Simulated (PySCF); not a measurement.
Compound: CH₁₀O₂Si₃.
Geometry (PBE0-D3(BJ)/def2-SVP, Å), atoms numbered from 1 in this order:
```
atom  x, y, z in Å
O1    -0.5553   -2.4666   -0.1453
Si2    0.2162   -1.3721    0.8285
C3    -0.9895   -0.1133    1.5048
Si4   -1.7497    0.9935    0.1881
O5     1.3762   -0.5583   -0.0225
Si6    2.2974    0.7208   -0.5109
H7    -1.0654   -2.1197   -0.8832
H8     0.8621   -2.1864    1.8867
H9    -1.7974   -0.6484    2.0326
H10   -0.4805    0.5253    2.2478
H11   -2.8545    1.8357    0.7385
H12   -0.7164    1.8934   -0.4089
H13   -2.3157    0.1525   -0.9167
H14    1.9074    1.1236   -1.8941
H15    2.1030    1.8860    0.4065
H16    3.7368    0.3291   -0.4983
```

Level of theory: core-valence-separated Tamm–Dancoff BHandHLYP/aug-pcX-1 (pcseg-1 on H, def2-SVPD on Si) in PySCF, non-relativistic, gas phase, PBE0-D3(BJ)/def2-SVP geometry. The energies are unshifted.

The lowest roots of each edge with f over 0.003 (five at most, numbered afresh; weaker and dark ones are left out), with transition dipoles (au) in the frame of the coordinates:

```json
{"root": "1", "edge": "C", "E (eV)": "285.03", "μx": "0.0123", "μy": "-0.0158", "μz": "-0.0198"}
{"root": "2", "edge": "C", "E (eV)": "285.63", "μx": "-0.0513", "μy": "-0.0436", "μz": "-0.0067"}
{"root": "3", "edge": "C", "E (eV)": "285.78", "μx": "-0.0180", "μy": "0.0200", "μz": "-0.0465"}
{"root": "4", "edge": "C", "E (eV)": "286.06", "μx": "0.0037", "μy": "0.0137", "μz": "-0.0423"}
{"root": "5", "edge": "C", "E (eV)": "286.75", "μx": "-0.0170", "μy": "0.0225", "μz": "-0.0004"}
{"root": "6", "edge": "O", "E (eV)": "531.98", "μx": "-0.0166", "μy": "0.0210", "μz": "-0.0260"}
{"root": "7", "edge": "O", "E (eV)": "532.44", "μx": "0.0062", "μy": "0.0166", "μz": "-0.0011"}
{"root": "8", "edge": "O", "E (eV)": "533.44", "μx": "0.0168", "μy": "0.0080", "μz": "0.0300"}
{"root": "9", "edge": "O", "E (eV)": "533.77", "μx": "0.0267", "μy": "0.0085", "μz": "-0.0181"}
{"root": "10", "edge": "O", "E (eV)": "533.97", "μx": "-0.0081", "μy": "-0.0197", "μz": "0.0128"}
```

Question: What are the oscillator strengths?

Answer: f = (2/3) ΔE |μ|², with ΔE in hartree (27.2114 eV):

| root | ΔE (Eh) | \|μ\|² (au) | f | core hole on |
| --- | --- | --- | --- | --- |
| 1 | 10.4747 | 0.000793 | 0.006 | C3 |
| 2 | 10.4966 | 0.004578 | 0.032 | C3 |
| 3 | 10.5023 | 0.002886 | 0.020 | C3 |
| 4 | 10.5124 | 0.001991 | 0.014 | C3 |
| 5 | 10.5377 | 0.000795 | 0.006 | C3 |
| 6 | 19.5498 | 0.001393 | 0.018 | O1 |
| 7 | 19.5669 | 0.000315 | 0.004 | O5 |
| 8 | 19.6034 | 0.001246 | 0.016 | O5 |
| 9 | 19.6155 | 0.001113 | 0.015 | O1 |
| 10 | 19.6229 | 0.000618 | 0.008 | O5 |

Question: Molecules are fixed in this frame and the field points along y. What effective strengths 3 f cos²θ do the roots have (θ between field and μ)?

Answer: root 1 (C3): 0.005, root 2 (C3): 0.040, root 3 (C3): 0.008, root 4 (C3): 0.004, root 5 (C3): 0.011, root 6 (O1): 0.017, root 7 (O5): 0.011, root 8 (O5): 0.003, root 9 (O1): 0.003, root 10 (O5): 0.015. Root 2 is the strongest. Averaged over all orientations cos²θ is 1/3, which gives f back.

One conformer stands for the species.
